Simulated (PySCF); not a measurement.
C2H6ClFSi, SMILES [Si](C)(Cl)(F)C. Atoms are numbered in the order given.

```xyz
11

C      1.0047     0.6974     1.5727
Si     0.3328    -0.0466     0.0000
C      1.0047     0.6974    -1.5727
F      0.6744    -1.6527     0.0000
Cl    -1.7444     0.1198     0.0000
H      0.5656     0.1989     2.4595
H      0.7624     1.7777     1.6285
H      2.1071     0.5834     1.6169
H      0.5656     0.1989    -2.4595
H      0.7624     1.7777    -1.6285
H      2.1071     0.5834    -1.6169
```
Charge 0, spin multiplicity 1.

Geometry: PBE-D3(BJ)/def2-SVP.

Method: PBE-D3(BJ)/def2-SVP (PySCF).

Frequencies are harmonic and unscaled.

```json
[
 {"mode": "1", "ν (cm⁻¹)": "138", "IR (km/mol)": "0.0", "moving atoms (share of kinetic energy)": "H 99 %"},
 {"mode": "2", "ν (cm⁻¹)": "150", "IR (km/mol)": "0.1", "moving atoms (share of kinetic energy)": "H 97 %"},
 {"mode": "3", "ν (cm⁻¹)": "170", "IR (km/mol)": "0.3", "moving atoms (share of kinetic energy)": "C 37 %, H 24 %, Cl 22 %, F 14 %"},
 {"mode": "4", "ν (cm⁻¹)": "175", "IR (km/mol)": "0.6", "moving atoms (share of kinetic energy)": "C 41 %, H 30 %, F 16 %, Cl 11 %"},
 {"mode": "5", "ν (cm⁻¹)": "221", "IR (km/mol)": "0.5", "moving atoms (share of kinetic energy)": "H 31 %, C 25 %, Si 19 %, F 15 %, Cl 10 %"},
 {"mode": "6", "ν (cm⁻¹)": "254", "IR (km/mol)": "8.4", "moving atoms (share of kinetic energy)": "F 42 %, Cl 25 %, Si 14 %, H 10 %, C 9 %"},
 {"mode": "7", "ν (cm⁻¹)": "271", "IR (km/mol)": "20.3", "moving atoms (share of kinetic energy)": "F 32 %, C 24 %, Si 22 %, H 18 %"},
 {"mode": "8", "ν (cm⁻¹)": "497", "IR (km/mol)": "48.9", "moving atoms (share of kinetic energy)": "Cl 42 %, Si 26 %, C 18 %, H 9 %"},
 {"mode": "9", "ν (cm⁻¹)": "657", "IR (km/mol)": "38.4", "moving atoms (share of kinetic energy)": "C 46 %, H 23 %, Si 22 %"},
 {"mode": "10", "ν (cm⁻¹)": "676", "IR (km/mol)": "0.0", "moving atoms (share of kinetic energy)": "H 65 %, C 30 %"},
 {"mode": "11", "ν (cm⁻¹)": "724", "IR (km/mol)": "0.1", "moving atoms (share of kinetic energy)": "H 78 %, C 21 %"},
 {"mode": "12", "ν (cm⁻¹)": "770", "IR (km/mol)": "8.6", "moving atoms (share of kinetic energy)": "H 55 %, F 22 %, C 19 %"},
 {"mode": "13", "ν (cm⁻¹)": "794", "IR (km/mol)": "132.4", "moving atoms (share of kinetic energy)": "Si 43 %, H 30 %, C 26 %"},
 {"mode": "14", "ν (cm⁻¹)": "827", "IR (km/mol)": "140.4", "moving atoms (share of kinetic energy)": "H 61 %, C 22 %, Si 16 %"},
 {"mode": "15", "ν (cm⁻¹)": "901", "IR (km/mol)": "155.2", "moving atoms (share of kinetic energy)": "Si 46 %, F 33 %, H 15 %"},
 {"mode": "16", "ν (cm⁻¹)": "1223", "IR (km/mol)": "46.4", "moving atoms (share of kinetic energy)": "H 76 %, C 24 %"},
 {"mode": "17", "ν (cm⁻¹)": "1226", "IR (km/mol)": "22.0", "moving atoms (share of kinetic energy)": "H 78 %, C 21 %"},
 {"mode": "18", "ν (cm⁻¹)": "1371", "IR (km/mol)": "0.4", "moving atoms (share of kinetic energy)": "H 96 %"},
 {"mode": "19", "ν (cm⁻¹)": "1372", "IR (km/mol)": "1.4", "moving atoms (share of kinetic energy)": "H 96 %"},
 {"mode": "20", "ν (cm⁻¹)": "1380", "IR (km/mol)": "4.1", "moving atoms (share of kinetic energy)": "H 96 %"},
 {"mode": "21", "ν (cm⁻¹)": "1384", "IR (km/mol)": "8.8", "moving atoms (share of kinetic energy)": "H 96 %"},
 {"mode": "22", "ν (cm⁻¹)": "2980", "IR (km/mol)": "0.0", "moving atoms (share of kinetic energy)": "H 97 %"},
 {"mode": "23", "ν (cm⁻¹)": "2982", "IR (km/mol)": "0.7", "moving atoms (share of kinetic energy)": "H 97 %"},
 {"mode": "24", "ν (cm⁻¹)": "3081", "IR (km/mol)": "0.0", "moving atoms (share of kinetic energy)": "H 91 %, C 9 %"},
 {"mode": "25", "ν (cm⁻¹)": "3082", "IR (km/mol)": "3.4", "moving atoms (share of kinetic energy)": "H 91 %, C 9 %"},
 {"mode": "26", "ν (cm⁻¹)": "3090", "IR (km/mol)": "0.9", "moving atoms (share of kinetic energy)": "H 91 %, C 9 %"},
 {"mode": "27", "ν (cm⁻¹)": "3090", "IR (km/mol)": "0.2", "moving atoms (share of kinetic energy)": "H 91 %, C 9 %"}
]
```
